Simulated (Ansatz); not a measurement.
Born–Oppenheimer molecular dynamics of CH8OSSi2 (13 atoms, charge 0, multiplicity 1). It starts at the highest image of a converged band. Of that band: Neighbouring images differ by up to 2.7 eV, so the band resolves the path poorly. A vibrational analysis at the climbing image gives one clearly imaginary mode, 697i cm⁻¹: a first-order saddle point.

Computed with RKS PBE0-D4/def2-SVP in Ansatz.

* ensemble: NVE (velocity Verlet)
* time step: 0.5 fs
* steps asked: 189
* starting velocities drawn for: 300 K
* seed: 7565

First frame:

```xyz
13
Properties=species:S:1:pos:R:3
Si -2.305 0.158 -0.623
O -0.806 -0.137 0.043
C 0.335 -0.407 -0.730
Si 1.892 -0.806 0.313
S 1.777 1.373 1.537
H -2.781 -1.027 -1.406
H -2.254 1.336 -1.546
H -3.229 0.431 0.509
H 0.578 0.435 -1.411
H 0.183 -1.287 -1.392
H 2.811 0.618 0.641
H 1.370 -1.631 1.466
H 2.450 0.910 2.613
```

Task: How far do the bonds stretch over the last three quarters of this one trajectory? (Pairs bonded in most of those frames.)

Result: 
```tsv
bond	mean (Å)	spread (Å)	shortest	longest
Si1–O2	1.668	0.041	1.60	1.73
Si1–H6	1.499	0.007	1.49	1.51
Si1–H7	1.501	0.031	1.45	1.55
Si1–H8	1.489	0.014	1.47	1.51
O2–C3	1.410	0.040	1.35	1.49
C3–Si4	1.944	0.114	1.77	2.15
C3–H9	1.111	0.007	1.10	1.13
C3–H10	1.113	0.009	1.10	1.13
Si4–S5	2.233	0.180	1.98	2.50
Si4–H11	1.574	0.107	1.43	1.79
Si4–H12	1.523	0.043	1.42	1.60
S5–H13	1.357	0.024	1.32	1.39
```

Mean temperature of the second half: 1106 K. The conserved energy stayed within 0.12 meV per atom of its start (net change -0.02 meV per atom), so the integration is sound. The system heated up, since it started high on the potential surface and ran downhill. A run of 0.095 ps of so small a system gives no equilibrium averages. The orbitals stay closed-shell, which can raise the energy where a bond breaks towards radicals; this wasn't checked here.

The run took 22 min on 2 threads of Arm Neoverse N1, with other jobs on the host, peak memory 0.31 GiB.
